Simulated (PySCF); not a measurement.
**A small calculation by hand: chemical shift, span and skew from a shielding tensor**

Si(H)(F)(Cl)(NH2) (ClFH₃NSi), SMILES N[SiH](F)Cl. Atoms are numbered in the order given.

```xyz
7

Si     0.0409    -0.4701     0.3253
N      1.7398    -0.4375     0.2514
F     -0.6545    -1.4158    -0.7993
Cl    -0.6460     1.4381    -0.0545
H     -0.4150    -0.9738     1.6340
H      2.3029    -1.1977     0.6191
H      2.2345     0.1094    -0.4457
```
Charge 0, spin multiplicity 1.

Coordinates come from a B3LYP-D3(BJ)/def2-SVP optimisation. The values are those of a single conformer.

GIAO shieldings from PBE0/pcSseg-1 in PySCF, non-relativistic, no solvent. The symmetric part of the tensor of Si1 has the principal values 348.4, 369.1, 394.3 ppm. The same nucleus in TMS has σ = 352.7 ppm at this level (PySCF, at its B3LYP-D3(BJ)/def2-TZVP geometry). Without spin–orbit terms, shifts of atoms bonded to Cl or Br come out too high.

### Question
Work out the isotropic shielding, the ²⁹Si shift against TMS, the span and the skew.

### Answer

σ(iso) = (σ11 + σ22 + σ33)/3 = 370.6 ppm. δ = σ(ref) − σ(iso) = 352.7 − (370.6) = -17.9 ppm.
Span Ω = σ33 − σ11 = 45.9 ppm. Skew κ = 3(σ(iso) − σ22)/Ω = 0.10. Tumbling in solution averages the tensor to δ; in a static solid the shielding alone would spread this spin-1/2 line over Ω.
